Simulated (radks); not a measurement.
Values are calculated unless marked as measured or tabulated.
Q: Eu I, configuration [Xe] 4f7 6s2 (the NIST ground configuration). Level of theory: Dirac Kohn-Sham, BLYP, spin-unpolarised, spherical densities, finite nucleus; open shells are shared between the two j in proportion to 2j + 1; Fermi nuclear charge, rms radius 5.1115 fm (a radial shooting solver on a logarithmic mesh with Libxc functionals). Some entries of the table are withheld. Estimate them.

orbital,occ.,eigenvalue (Ry),r(max) (bohr)
1s1/2,2,-3551.380,0.01420
2s1/2,2,-582.9057,0.08072
2p1/2,2,-553.0793,0.06106
2p3/2,4,-505.4327,0.06679
3s1/2,2,-128.2408,0.2291
3p1/2,2,-115.3463,(1)
3p3/2,4,-105.6354,(2)
3d3/2,4,-83.29471,0.1817
3d5/2,6,-81.18138,0.1852
4s1/2,2,-25.43267,0.5276
4p1/2,2,(3),0.5326
4p3/2,4,(4),0.5586
4d3/2,4,(5),(6)
4d5/2,6,(7),(8)
5s1/2,2,-3.25960,1.233
5p1/2,2,(9),1.349
5p3/2,4,(10),1.428
6s1/2,2,-0.25675,3.561
4f5/2,3,-0.20833,0.5892
4f7/2,4,-0.16307,0.5945

A: 
(1) 3p1/2 r(max) (bohr): 0.2162
(2) 3p3/2 r(max) (bohr): 0.2284
(3) 4p1/2 eigenvalue (Ry): -20.45146
(4) 4p3/2 eigenvalue (Ry): -18.30581
(5) 4d3/2 eigenvalue (Ry): -10.10229
(6) 4d3/2 r(max) (bohr): 0.5683
(7) 4d5/2 eigenvalue (Ry): -9.71740
(8) 4d5/2 r(max) (bohr): 0.5768
(9) 5p1/2 eigenvalue (Ry): -1.92572
(10) 5p3/2 eigenvalue (Ry): -1.64630
